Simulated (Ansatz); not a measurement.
Consider the ligand exchange at the Si–C bond: `[SiH3]C[SiH2]Cl` + `CC=N` → `C/C=N\[SiH3]` + `C[SiH2]Cl`.

Computed with Ansatz on PBE0-D4/def2-TZVP structures; ΔE is electronic, products minus reactants. CCSD(T)/CBS adds triple-zeta CCSD(T) − MP2 to the extrapolated MP2 energy (def2 sets, frozen cores). DFT in def2-TZVPP. Each species was taken in one conformer, which may not be the lowest.

| level | ΔE (eV) |
| --- | --- |
| ωB97X-V | -0.29 |
| PBE0 | -0.28 |
| r2SCANh | -0.31 |
| CCSD/def2-SVP | -0.21 |

Question: What does CCSD(T)/CBS give? (An estimate is asked.)

Answer: Computed: -0.27 eV. The listed levels differ from it by -0.02, -0.01, -0.04, 0.06 eV.

Largest T1 diagnostic among the species: 0.013.

Leaving LDA and LC-ωPBE aside and taking each functional with its dispersion term where it has one, the values, not all of them listed here, spread over 0.09 eV, from BLYP-D4 to PBE0-D4. At CCSD(T), def2-SVP lies +0.06 eV from the extrapolated value and def2-TZVPP +0.02 eV.
